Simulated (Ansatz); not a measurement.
Frontier orbitals of CH₅GeNZn.

```xyz
9

Ge   -0.099   -0.955   -1.158
C    -0.053    0.483    0.189
N     0.283    0.359    1.402
Zn   -0.006    3.196    2.534
H    -1.520   -1.097   -1.726
H     0.869   -0.630   -2.305
H     0.327   -2.250   -0.447
H    -0.342    1.493   -0.130
H     0.541   -0.600    1.640
```

The species carries charge 0 and has multiplicity 1. For Zn the d shell is correlated and the shells below it are frozen. Correlated methods include outer-core shells of Ge, which these sets cover unevenly. Scalar relativity is left out up to krypton. The bonds changed during the relaxation, so this is another structure than the one it started from. All single points use the PBE0-D4/def2-TZVP geometry. Basis def2-TZVPP, Ansatz 0.2.0.

| functional | HOMO (eV) | LUMO (eV) | gap (eV) |
| --- | --- | --- | --- |
| LDA (SPW92) | -5.31 | -2.42 | 2.89 |
| PBE | -5.09 | -2.19 | 2.90 |
| BLYP | -5.03 | -2.05 | 2.98 |
| PBE0 | -5.82 | -1.08 | 4.74 |
| r2SCAN0 | -5.99 | -1.00 | 4.99 |
| ωB97M-V | -7.88 | 1.13 | 9.01 |

Against PBE, PBE0 changes HOMO and LUMO by −0.73 and +1.11 eV, ωB97M-V by −2.79 and +3.33 eV. A gap of 2.90 eV thus becomes 9.01 eV for the same molecule, so an orbital gap means little without its functional. A positive LUMO is unbound and depends on the basis.
